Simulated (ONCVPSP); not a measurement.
Logarithmic derivatives: cadmium, ONCV

* Element: Cd (Z = 48)
* Generator: ONCVPSP 4.0.1
* Type: optimised norm-conserving Vanderbilt (ONCV)
* Functional: BLYP
* Relativity: scalar-relativistic
* Frozen core: [Ar] 3d10
* Valence charge: 20
* Reference configuration: 4s2 4p6 4d10 5s1.5 (charge +0.5)
* Partial waves: 4s+5s: rc 1.50 bohr, ncon 3, nbas 6, qcut 9.3 1/bohr, 3 projectors, debl 3.3 Ha; 4p: rc 1.20 bohr, ncon 5, nbas 8, qcut 14.2 1/bohr, 2 projectors, debl 3.1 Ha; 4d: rc 1.10 bohr, ncon 5, nbas 10, qcut 10.4 1/bohr, local
* Local potential: the d channel
* Core correction: none

The phase is arctan(r·R′/R) of the radial function R(r), unwrapped; energies in Ha, scanned from -6 to 5 Ha. A pole is an energy at which the radial function vanishes at the test radius. The pseudo phase is shifted by a multiple of π to meet the all-electron one at the reference energy, and phase errors are pseudo minus all-electron; the curves can meet again beyond the range given. Levels narrower than the energy grid can be missing from the lists of poles.

Question: For each channel, where are the poles, and over which energies does the pseudopotential scatter like the atom?

Answer:

```csv
channel,radius (bohr),reference energy (Ha),"poles, all-electron","poles, pseudo",unbroken range about the reference energy with phases within 0.05 rad,phase error 1 Ha above the reference energy (rad)
s,1.52,-0.34,-3.65,-3.65,the whole range,+0.000
p,1.22,-2.61,-0.43,-0.43,the whole range,+0.000
d,1.12,-0.58,3.77,3.70,the whole range,-0.001
```

Phases in the s channel:

| E (Ha) | all-electron | pseudo |
| --- | --- | --- |
| -5.96 | 1.196 | 1.196 |
| -5.68 | 1.151 | 1.151 |
| -5.40 | 1.083 | 1.083 |
| -5.12 | 0.964 | 0.964 |
| -4.84 | 0.700 | 0.700 |
| -4.56 | -0.045 | -0.045 |
| -4.28 | -1.012 | -1.012 |
| -4.00 | -1.388 | -1.388 |
| -3.72 | -1.545 | -1.545 |
| -3.44 | -1.632 | -1.632 |
| -3.16 | -1.690 | -1.690 |
| -2.88 | -1.736 | -1.736 |
| -2.60 | -1.775 | -1.775 |
| -2.32 | -1.811 | -1.811 |
| -2.04 | -1.847 | -1.847 |
| -1.76 | -1.885 | -1.885 |
| -1.48 | -1.927 | -1.927 |
| -1.20 | -1.975 | -1.975 |
| -0.92 | -2.032 | -2.032 |
| -0.64 | -2.103 | -2.103 |
| -0.36 | -2.194 | -2.194 |
| -0.08 | -2.314 | -2.314 |
| 0.20 | -2.478 | -2.478 |
| 0.48 | -2.701 | -2.701 |
| 0.76 | -2.991 | -2.991 |
| 1.04 | -3.319 | -3.319 |
| 1.32 | -3.625 | -3.625 |
| 1.60 | -3.868 | -3.868 |
| 1.88 | -4.047 | -4.047 |
| 2.16 | -4.177 | -4.177 |
| 2.44 | -4.273 | -4.273 |
| 2.72 | -4.346 | -4.346 |
| 3.00 | -4.404 | -4.404 |
| 3.28 | -4.450 | -4.450 |
| 3.56 | -4.487 | -4.487 |
| 3.84 | -4.519 | -4.519 |
| 4.12 | -4.546 | -4.546 |
| 4.40 | -4.569 | -4.569 |
| 4.68 | -4.590 | -4.590 |
| 4.96 | -4.608 | -4.608 |
